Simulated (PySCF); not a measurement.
A calculated (MN15, PySCF 2.14, aug-cc-pVTZ-DK, scalar relativity by spin-free X2C-1e) atom or ion has these occupied shells.

```json
{"shell": "1s α", "electrons": "1", "orbital energy (eV)": "-3146.9", "rms radius, mean of both spins (bohr)": "0.0994"}
{"shell": "1s β", "electrons": "1", "orbital energy (eV)": "-3146.5", "rms radius, mean of both spins (bohr)": "0.0994"}
{"shell": "2s α", "electrons": "1", "orbital energy (eV)": "-326.79", "rms radius, mean of both spins (bohr)": "0.457"}
{"shell": "2s β", "electrons": "1", "orbital energy (eV)": "-326.29", "rms radius, mean of both spins (bohr)": "0.457"}
{"shell": "2p α", "electrons": "3", "orbital energy (eV)": "-265.83", "rms radius, mean of both spins (bohr)": "0.418"}
{"shell": "2p β", "electrons": "3", "orbital energy (eV)": "-265.44", "rms radius, mean of both spins (bohr)": "0.418"}
{"shell": "3s α", "electrons": "1", "orbital energy (eV)": "-54.668", "rms radius, mean of both spins (bohr)": "1.44"}
{"shell": "3s β", "electrons": "1", "orbital energy (eV)": "-51.337", "rms radius, mean of both spins (bohr)": "1.44"}
{"shell": "3p α", "electrons": "3", "orbital energy (eV)": "-39.255", "rms radius, mean of both spins (bohr)": "1.57"}
{"shell": "3p β", "electrons": "1", "orbital energy (eV)": "-37.084", "rms radius, mean of both spins (bohr)": "1.57"}
```

Name the element and its charge.

Ar²⁺ (argon, charge +2), in [Ne] 3s2 3p4, high-spin 3P determinant.
